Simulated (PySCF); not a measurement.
Work out the structure from these simulated measurements.

Formula: C4HF3S3.

| Quantity | Value |
| --- | --- |
| 13C NMR | chemical shifts (computed TMS as zero) by class: 222.7 (1 C), 138.4 (1 C), 137.5 (1 C), 127.3 (1 C) ppm [GIAO PBE0/pcSseg-1] |
| Dipole | 2.45 D [CAM-B3LYP/def2-SVPD] |
| UV, first state | lowest singlet excitation: 2.93 eV (422 nm, f = 0.000) [TDDFT CAM-B3LYP/def2-SVPD] |
| 1H NMR | chemical shifts (computed TMS as zero) by class: 7.19 (1 H) ppm [GIAO PBE0/pcSseg-1] |
| Rotational structure | rotational constants A, B, C: 1.945, 0.506, 0.432 GHz [GFN2-xTB] |
| NMR, other nuclei | isotropic shieldings of nuclei other than C and H, by class: 246 (3 F), -80 (1 S), 149 (1 S), 151 (1 S) ppm [GIAO PBE0/pcSseg-1] |

The electronic properties come from PySCF, for the isolated species, density fitting. Levels stand in brackets. Isolated species at its GFN2-xTB geometry, gas phase. NMR values are class means; diastereotopic atoms form classes of their own.

Q: Propose a structure and show how it fits.

A: Numbering: `[F:1][C:2]([F:3])([F:4])[c:5]1[cH:6][s:7][c:8](=[S:9])[s:10]1`. Its formula, C4HF3S3, gives 3 degrees of unsaturation: 1 ring and 2 π bonds in the structure found (Kekulé form). 4 carbons fall into 4 classes; from least to most shielded: thiocarbonyl carbon [C8] (222.7 ppm), unsaturated ring carbon [C5] (138.4 ppm), unsaturated ring CH carbon [C6] (137.5 ppm), CF3 carbon [C2] (127.3 ppm). The one hydrogen (7.19 ppm): hydrogen on carbon. The other shieldings belong to: 246 ppm, fluorine of a CF3 group [F1/F3/F4]; -80 ppm, thiocarbonyl sulfur [S9]; 149 ppm, ring sulfur [S7]; 151 ppm, ring sulfur [S10]. S1 is mainly HOMO−1→LUMO (weight 0.99); the largest Löwdin shares of the orbital it empties are 0.73 on the thiocarbonyl sulfur, 0.14 on the thiocarbonyl carbon and 0.05 on each of 2 atoms of one kind (ring sulfur), of the orbital it fills 0.36 on the thiocarbonyl carbon, 0.32 on the thiocarbonyl sulfur, 0.15 on a ring sulfur and 0.13 on a ring sulfur. The optimised geometry has point group Cs and is an asymmetric top. Structure: `FC(c1csc(=S)s1)(F)F`. The assignments are read from this structure; whether some other isomer fits the data as well wasn't checked.

Shape of the structure used: `[F:1][C:2]([F:3])([F:4])[c:5]1[cH:6][s:7][c:8](=[S:9])[s:10]1`: F1–C2–C5–C6 -120°.
